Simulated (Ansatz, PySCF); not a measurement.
Gas-phase reaction in SMILES: F[Si](F)Cl → F[Si]F + Cl atom (the Cl-Si bond at the site shown breaks; other sites are not compared here)
Each molecule is optimised on its own at B3LYP-D3(BJ)/def2-TZVP (Ansatz, a program for electronic structure). Frequencies are from Ansatz or PySCF. Unstable Hartree-Fock reference: F[Si]F.

Quantity: bond dissociation energy (enthalpy at 298 K, with B3LYP-D3(BJ) rigid-rotor harmonic-oscillator terms), in eV. Valence correlation only, unless marked. UHF or UKS for open shells. Spin-orbit coupling is left out. No relativistic terms. Basis-set limits of correlation are two-point, X^-3; Hartree-Fock from the larger set. The bracket is a focal-point correction in the basis named.

```csv
level,program,bond dissociation energy (eV)
HF/STO-3G,Ansatz,2.34
r2SCAN-D4/def2-TZVPD,Ansatz + dftd4,3.10
B97M-V/def2-TZVPD,Ansatz,2.82
PBE0/def2-SVP,Ansatz,2.76
PBE0-D3(BJ)/def2-TZVP,Ansatz + dftd3,2.92
PBE0-D4/def2-TZVP,Ansatz + dftd4,2.92
PBE0-D4/def2-TZVPD,Ansatz + dftd4,2.91
```

Question: Estimate the value at RI-MP2/CBS(cc-pV(T+d)Z,cc-pV(Q+d)Z)+[CCSD(T)-MP2]/cc-pV(T+d)Z as computed with Ansatz.

Answer: 2.71 eV, so PBE0-D4/def2-TZVPD differs from it by 0.20 eV.
